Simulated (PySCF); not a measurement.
Choosing a molecule for a target property.

Each SMILES stands for a single optimised conformer of the isolated species (atoms past krypton carry core potentials, spin–orbit coupling is left out); the electronic structure was computed with PySCF and density fitting.

The conformers computed, where there is a choice (atom-mapped SMILES and torsion angles):
- `[CH2:1]=[C:2]=[CH:3][C:4]([CH3:5])=[O:6]`: C2–C3–C4–C5 0°
- `[CH3:1][CH2:2][CH2:3][S:4][CH2:5][CH3:6]`: C1–C2–C3–S4 60°, C2–C3–S4–C5 62°, C3–S4–C5–C6 64°

Question: Wanted: HOMO–LUMO gap between 4 eV and 6 eV (B3LYP/def2-SVPD) and lowest triplet excitation (Tamm–Dancoff) below 5.3 eV (TDA B3LYP/def2-SVPD), at PBE0-D3(BJ)/def2-SVP geometries. Which candidate meets both?
A. `C[C](C)(C)[Sn]([CH3])([CH3])[CH3]`
B. `[Na][SH]`
C. `C=C=CC(C)=O`
D. `CCCSCC`

Answer: C. Computed values:
| species | HOMO–LUMO gap | lowest triplet excitation (Tamm–Dancoff) |
| --- | --- | --- |
| [Na][SH] | 3.15 eV | 2.24 eV |
| C=C=CC(C)=O | 5.33 eV | 3.34 eV |
| CCCSCC | 6.32 eV | 5.06 eV |
| C[C](C)(C)[Sn]([CH3])([CH3])[CH3] | 6.43 eV | 5.52 eV |

Question: Wanted: lowest singlet excitation below 5 eV (TDDFT B3LYP/def2-SVPD) and HOMO energy below -5.6 eV (B3LYP/def2-SVPD), at PBE0-D3(BJ)/def2-SVP geometries. Which candidate meets both?
A. `C=C=CC(C)=O`
B. `[Na][SH]`
C. `C[C](C)(C)[Sn]([CH3])([CH3])[CH3]`
D. `CCCSCC`

Answer: A. Computed values:
| species | lowest singlet excitation | HOMO energy |
| --- | --- | --- |
| [Na][SH] | 2.34 eV | -5.08 eV |
| C=C=CC(C)=O | 3.81 eV | -7.12 eV |
| CCCSCC | 5.39 eV | -6.04 eV |
| C[C](C)(C)[Sn]([CH3])([CH3])[CH3] | 5.70 eV | -6.54 eV |
